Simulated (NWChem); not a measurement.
System: CH₃F₃Si; SMILES F[SiH2]C(F)F

```xyz
8

F     -0.9140     1.6458     0.0000
Si     0.5587     0.9696     0.0000
C      0.3684    -0.9352     0.0000
F     -0.3171    -1.3371    -1.1010
F     -0.3171    -1.3371     1.1010
H      1.2785     1.3781     1.2347
H      1.2785     1.3781    -1.2347
H      1.3438    -1.4625     0.0000
```
Atoms are numbered in this order, from 1.

All runs: NWChem. Medium grid unless said otherwise, to which SCAN and Minnesota functionals are sensitive. Structure relaxed at the PBE0/def2-SVP level. Hybrids' shares of exact exchange are those that their runs print; pure functionals count as 0. The functionals differ in more than this share.

```csv
row,share of exact exchange,orbital gap (eV)
PBE/def2-SVP,0.00,6.15
r2SCAN/def2-SVP,0.00,6.93
B3LYP/def2-SVP,0.20,8.31
PBE0/def2-SVP,0.25,withheld
PW6B95/def2-SVP,0.28,8.94
```

Q: Fit a straight line of the last column on the one before it, predict the withheld value, and compare with the run.

A: 
1. Means of the 4 shown rows: x = 0.120, y = 7.582. Slope Σ(x − x̄)(y − ȳ)/Σ(x − x̄)² = 0.5256/0.06080 = 8.645; intercept 6.545.
2. The shown rows scatter about the line by 0.277 (root mean square); the largest residual is -0.39, at PBE/def2-SVP.
3. At x = 0.25 (PBE0/def2-SVP; inside the shown range) the line gives 8.71.
4. The run gives 8.77, +0.06 from the line, 0.2 times the scatter.
